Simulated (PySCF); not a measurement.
# Broadened absorption spectrum of Ge(vinyl)2Me2

Ge(vinyl)2Me2, C6H12Ge.
Cartesian coordinates in Å at the PBE0-D3(BJ)/def2-SVP level; atoms count from 1:
```
atom  x, y, z in Å
Ge1   -0.4140   -0.0178   -0.2728
C2    -0.4091   -0.0822    1.6753
C3     0.5894   -0.5682    2.4194
H4    -1.3045    0.2887    2.1925
H5     1.5122   -0.9504    1.9681
H6     0.5347   -0.6060    3.5138
C7     1.4184    0.0060   -0.9369
C8     2.4362    0.6244   -0.3299
H9     1.6190   -0.5099   -1.8859
H10    2.3051    1.1533    0.6213
H11    3.4486    0.6315   -0.7506
C12   -1.3584    1.5968   -0.8496
H13   -1.4311    1.6322   -1.9468
H14   -0.8213    2.4941   -0.5090
H15   -2.3771    1.6187   -0.4336
C16   -1.3190   -1.5961   -0.9916
H17   -2.3746   -1.6144   -0.6822
H18   -0.8352   -2.5134   -0.6253
H19   -1.2819   -1.5942   -2.0916
```

Computed, not measured: TDDFT PBE0/def2-SVPD, vertical, gas phase, core orbitals frozen in the response in PySCF 2.14.0, density-fitted response routines. Relativistic effects, spin–orbit coupling among them, are left out although an element past zinc is present.

Computed states:

```csv
state,E (eV),f
S1,6.14,0.017
S2,6.26,0.0041
S3,6.32,0.0056
S4,6.46,0.048
S5,6.82,0.062
S6,6.88,0.053
S7,7.08,0.053
S8,7.10,0.318
S9,7.14,0.059
S10,7.45,0.053
S11,7.59,0.029
S12,7.60,0.039
S13,7.76,0.072
S14,7.79,0.032
```

Broadening: Gaussians 0.3 eV wide at half height, area fixed by f = 4.319×10⁻⁹ ∫ε dν̃. The width is an assumption, not a result. The curve ends short of the highest state used, and states not computed would add to its high-energy end.

Task: What does the envelope look like, and where are its maxima?

Result: 
λ (nm), ε (L mol⁻¹ cm⁻¹) and a bar:
```
    172.5      31984 ########################
    173.8      38563 #############################
    175.1      40032 ##############################
    176.4      36397 ###########################
    177.7      29946 ######################
    179.0      23306 #################
    180.3      17876 #############
    181.6      13710 ##########
    182.9      10364 ########
    184.2       7610 ######
    185.5       5553 ####
    186.8       4363 ###
    188.1       4020 ###
    189.4       4253 ###
    190.7       4668 ###
    192.0       4916 ####
    193.3       4830 ####
    194.6       4438 ###
    195.9       3890 ###
    197.2       3346 ###
    198.5       2902 ##
    199.8       2563 ##
    201.1       2281 ##
    202.4       1998 #
    203.7       1683 #
    205.0       1340 #
    206.3        998 #
    207.6        693 #
    208.9        447 
    210.2        268 
    211.5        150 
    212.8         78 
    214.1         38 
    215.4         17 
    216.7          7 
    218.0          3
```

Maxima: 192 nm (6.45 eV), ε about 4900, made up of S4 (88%); 175 nm (7.09 eV), ε about 40000, made up of S7 (12%), S8 (71%) and S9 (12%) (ε in L mol⁻¹ cm⁻¹; maxima over ε = 5, shares over 10%).

Task: Does any computed singlet lie in the visible range?

Result: No computed singlet lies in the visible range (380 to 750 nm); the lowest, at 202 nm, stands 2.87 eV above its violet end (3.26 eV).

Task: What would ε be at 7.09 eV, the highest of these maxima, with half the width (0.15 eV)?

Result: About 73800 L mol⁻¹ cm⁻¹ against 40200, a factor of about 1.8; a lone state at its own centre would give exactly 2.

Task: Coming from long wavelengths, where does ε first pass 100 L mol⁻¹ cm⁻¹?

Result: At about 212 nm (5.84 eV), 0.30 eV below S1.

Time: 89 s (grids of density and orbitals included); peak memory 1.1 GiB. Hardware: one thread, Arm Neoverse V1 (aarch64) (shared host).

One conformer stands for the species.
